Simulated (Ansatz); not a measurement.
Reaction (ligand exchange at the Si–O bond): `[F][GaH][O][SiH3]` + `[OH][Sn][F]` → `[F][Sn][O][SiH3]` + `[OH][GaH][F]`

Isolated molecules relaxed with PBE0-D4/def2-TZVP in Ansatz; ΔE leaves out vibrations. CCSD(T)/CBS adds triple-zeta CCSD(T) − MP2 to the extrapolated MP2 energy (def2 sets, frozen cores). DFT in def2-TZVPP. B3LYP here is the variant with VWN-RPA as its local correlation; programs differ in this. def2 core potentials past Kr. For Ga, Sn outer-core shells are correlated without core-valence functions, which leaves a few kJ/mol of doubt a bond. Scalar relativity is left out up to krypton. One conformer a species, not always the lowest.

| level | ΔE (kJ/mol) |
| --- | --- |
| PBE-D4 | -7.8 |
| B3LYP-D4 | -8.2 |
| r2SCANh-D4 | -6.7 |
| r2SCAN | -6.4 |

(1) What does CCSD(T)/CBS give? (An estimate is asked.)

Largest T1 diagnostic among the species: 0.018.

## Answers

(1) Computed: -8.2 kJ/mol. The listed levels differ from it by 0.4, 0.0, 1.5, 1.8 kJ/mol.

Leaving LDA and LC-ωPBE aside and taking each functional with its dispersion term where it has one, the values, not all of them listed here, spread over 2.4 kJ/mol, from B97M-V to r2SCAN-D4. At CCSD(T), def2-SVP lies −6.1 kJ/mol from the extrapolated value and def2-TZVPP +0.0 kJ/mol.
